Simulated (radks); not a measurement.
Values are calculated unless marked as measured or tabulated.
All-electron atom: the holmium ion Ho3+ in [Xe] 4f10 (the NIST ground configuration). Level of theory: Dirac Kohn-Sham, PBE, spin-unpolarised, spherical densities, point nucleus; open shells fill j = l - 1/2 first (a radial shooting solver on a logarithmic mesh with Libxc functionals).

Unscreened Slater integrals over Kohn-Sham orbitals (hartree). Large and small components are both included.

| integral | value |
|---|---|
| F0(4f7/2,4f7/2) | 1.1781 |
| F2(4f7/2,4f7/2) | 0.55229 |
| F4(4f7/2,4f7/2) | 0.34499 |
| F6(4f7/2,4f7/2) | 0.24776 |
| F0(4f7/2,4f5/2) | 1.1868 |
| F2(4f7/2,4f5/2) | 0.55676 |
| F4(4f7/2,4f5/2) | 0.34786 |
| G2(4f7/2,4f5/2) | 0.55533 |
| G4(4f7/2,4f5/2) | 0.34701 |
| G6(4f7/2,4f5/2) | 0.24925 |
| F0(4f7/2,5p3/2) | 0.72966 |
| F2(4f7/2,5p3/2) | 0.24655 |
| G2(4f7/2,5p3/2) | 0.12700 |
| G4(4f7/2,5p3/2) | 0.098087 |
| F0(4f7/2,5p1/2) | 0.76891 |
| G4(4f7/2,5p1/2) | 0.11375 |
| F0(4f5/2,4f5/2) | 1.1957 |
| F2(4f5/2,4f5/2) | 0.56139 |
| F4(4f5/2,4f5/2) | 0.35085 |
| F0(4f5/2,5p3/2) | 0.73174 |
| F2(4f5/2,5p3/2) | 0.24448 |
| G2(4f5/2,5p3/2) | 0.12373 |
| G4(4f5/2,5p3/2) | 0.095953 |
| F0(4f5/2,5p1/2) | 0.77131 |
| G2(4f5/2,5p1/2) | 0.14579 |
| F0(5p3/2,5p3/2) | 0.60652 |
| F2(5p3/2,5p3/2) | 0.32753 |
| F0(5p3/2,5p1/2) | 0.62533 |
| G2(5p3/2,5p1/2) | 0.33346 |
| F0(5p1/2,5p1/2) | 0.64665 |
